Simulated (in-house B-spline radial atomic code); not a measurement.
## Removing one electron from Dy52+

Closed shell [Ne] 3s2 (3p1/2)2. Computed with an all-electron radial atomic-structure program (B-spline basis): Koopmans values of Dirac-Hartree-Fock plus a diagonal self-energy, in second order or with its direct term screened (direct RPA, with the hole-particle interaction, or full time-dependent Hartree-Fock), linearised in energy; no-pair Dirac-Coulomb Hamiltonian, finite nucleus. Shifts add to the Koopmans value (the ΔSCF shift is orbital relaxation alone); the final value takes TDHF screening with Breit and QED.

The shells are closed in jj coupling only; the real ground state mixes other jj configurations.

Command:
```bash
python run_mb.py task.json out
```
Settings (nuclear radius in fm, box in bohr, cutoff in hartree; a minus after a letter marks j = l - 1/2):
```
basis_form          2
Z                   66
core_configuration  [Ne] 3s2 3p-2
rms_radius          5.2218
mass_number         164
speed_of_light      137.036
box_radius          2.467
lmax                7
intervals           56
virtual_cutoff      17424.0
```

Cost of the run: 4.1 s on 1 thread of Intel(R) Xeon(R) 6975P-C (shared host).

Energies in eV:

| subshell | Koopmans | ΔSCF shift | second order | direct RPA | hole-particle | TDHF | Breit + QED | final |
| --- | --- | --- | --- | --- | --- | --- | --- | --- |
| 3p1/2 | 4951.85 | -0.566 | ? | ? | ? | ? | ? | ? |
| 3s1/2 | 5093.60 | -0.485 | 0.412 | 0.847 | -0.121 | -0.111 | -7.168 | 5086.32 |

Problem. What does the self-energy do to 3p1/2?

Solution. It shifts the removal energy by 1.860 eV in second order, 1.790 with direct RPA, 1.766 with the hole-particle term and 1.828 with TDHF screening (quasi-particle weight 0.995); Breit and QED add -6.874 eV. The final value is 4946.80 eV, against 4945 ± 4 eV (NIST, tabulated theory).
